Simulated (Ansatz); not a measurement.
Relaxation of C$_{2}$H$_{11}$NOSi$_{2}$ (17 atoms, charge 0, multiplicity 1), to a largest force component of 0.015 eV/Å in at most 40 steps.

The calculation used RKS PBE0-D4/6-31G* (Ansatz).

```xyz
17
Properties=species:S:1:pos:R:3:forces:R:3
N 2.069 -0.791 -1.618 -0.99 3.29 -1.12
C 2.153 -0.281 -0.247 0.30 -0.78 0.64
Si 0.527 -0.436 0.721 2.16 -0.17 0.34
C -0.702 0.685 -0.053 -2.54 0.20 -0.79
O -0.969 0.482 -1.488 -0.59 0.37 0.74
Si -2.267 0.395 1.069 0.32 0.36 -0.28
H 1.802 -1.734 -1.640 -0.52 -1.68 0.14
H 1.272 -0.248 -2.086 1.45 -1.16 0.63
H 2.952 -0.837 0.286 -0.18 0.22 -0.19
H 2.477 0.770 -0.234 -0.01 -0.12 -0.23
H 0.123 -1.865 0.747 -0.28 -0.02 -0.08
H 0.833 -0.018 2.159 -0.51 0.00 -0.47
H -0.496 1.739 0.062 0.67 0.55 0.49
H -1.705 1.109 -1.737 1.04 -0.89 0.43
H -3.384 1.211 0.577 -0.37 0.32 -0.20
H -2.723 -0.999 1.048 -0.01 -0.43 0.00
H -1.980 0.817 2.472 0.05 -0.04 -0.06
```

Question: Where does it end, and by what steps?

Answer: The forces met the threshold. After 8 steps the energy has fallen by 0.496 eV; H17 moved furthest, 0.33 Å.

```json
{"step": "0", "energy less start (eV)": "0.0000", "largest force component (eV/Å)": "3.285", "accepted": "yes"}
{"step": "1", "energy less start (eV)": "-0.4102", "largest force component (eV/Å)": "0.869", "accepted": "yes"}
{"step": "2", "energy less start (eV)": "-0.4761", "largest force component (eV/Å)": "0.352", "accepted": "yes"}
{"step": "3", "energy less start (eV)": "-0.4681", "largest force component (eV/Å)": "0.505", "accepted": "no"}
{"step": "4", "energy less start (eV)": "-0.4895", "largest force component (eV/Å)": "0.052", "accepted": "yes"}
{"step": "5", "energy less start (eV)": "-0.4932", "largest force component (eV/Å)": "0.093", "accepted": "yes"}
{"step": "6", "energy less start (eV)": "-0.4954", "largest force component (eV/Å)": "0.065", "accepted": "yes"}
{"step": "7", "energy less start (eV)": "-0.4960", "largest force component (eV/Å)": "0.024", "accepted": "yes"}
{"step": "8", "energy less start (eV)": "-0.4962", "largest force component (eV/Å)": "0.011", "accepted": "yes"}
```

```xyz
17
Properties=species:S:1:pos:R:3
N 1.976 -0.715 -1.705
C 2.188 -0.278 -0.318
Si 0.655 -0.448 0.789
C -0.727 0.679 0.123
O -0.877 0.383 -1.279
Si -2.373 0.442 1.036
H 1.782 -1.714 -1.715
H 1.130 -0.272 -2.060
H 3.033 -0.838 0.103
H 2.515 0.770 -0.331
H 0.177 -1.862 0.773
H 0.886 -0.039 2.211
H -0.379 1.717 0.268
H -1.516 1.007 -1.650
H -3.429 1.220 0.318
H -2.773 -0.991 1.039
H -2.286 0.937 2.440
```

The run took 40 s on 2 threads of Intel(R) Xeon(R) Platinum 8375C CPU @ 2.90GHz (Ice Lake) (shared host), peak memory 0.34 GiB.
